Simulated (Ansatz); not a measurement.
Basis sets compared for Cu(NH3)I (CuINH₃). Charge 0, multiplicity 1. Geometry PBE-D4/def2-TZVP. Ansatz on 4 threads of Arm Neoverse V2 on a shared host; times are rough, and most runs start from earlier orbitals.

```xyz
6

Cu    0.697    0.543    0.643
N    -0.549   -0.428   -0.505
H    -0.561   -1.429   -0.288
H    -0.300   -0.334   -1.495
H    -1.507   -0.082   -0.399
I     2.220    1.730    2.045
```

In the def2 sets I takes a core potential; there is no spin–orbit coupling.

Binding counts from free atoms (Cu doublet, N quartet, H doublet, I doublet) in the same basis, without a counterpoise term.

| level | functions | energy (Eh) | HOMO (eV) | LUMO (eV) | binding per atom (eV) | wall time |
| --- | --- | --- | --- | --- | --- | --- |
| PBE-D4/def2-SVP | 86 | -1994.2626 | -4.47 | -1.42 | 3.04 | 0.75 s |
| PBE-D4/def2-TZVP | 144 | -1994.5955 | -4.90 | -1.75 | 2.97 | 1.1 s |
| r2SCAN-D4/def2-TZVP | 144 | -1994.9891 | -5.09 | -1.19 | 2.93 | 2.5 s |
| PBE0-D4/def2-SVP | 86 | -1994.3031 | -5.73 | -0.66 | 2.95 | 1.1 s |
| PBE0-D4/def2-TZVP (with forces) | 144 | -1994.6219 | -6.03 | -0.96 | 2.89 | 2.3 s |

Question: Estimate the rows for PBE-D4/def2-TZVPD, r2SCAN-D4/def2-TZVPD, PBE0-D4/def2-TZVPD.

Answer: 
| level | functions | energy (Eh) | HOMO (eV) | LUMO (eV) | binding per atom (eV) | wall time |
| --- | --- | --- | --- | --- | --- | --- |
| PBE-D4/def2-TZVPD | 171 | -1994.5978 | -4.98 | -1.96 | 2.98 | 1.7 s |
| r2SCAN-D4/def2-TZVPD | 171 | -1994.9907 | -5.15 | -1.40 | 2.93 | 3.3 s |
| PBE0-D4/def2-TZVPD | 171 | -1994.6235 | -6.09 | -1.25 | 2.90 | 2.3 s |
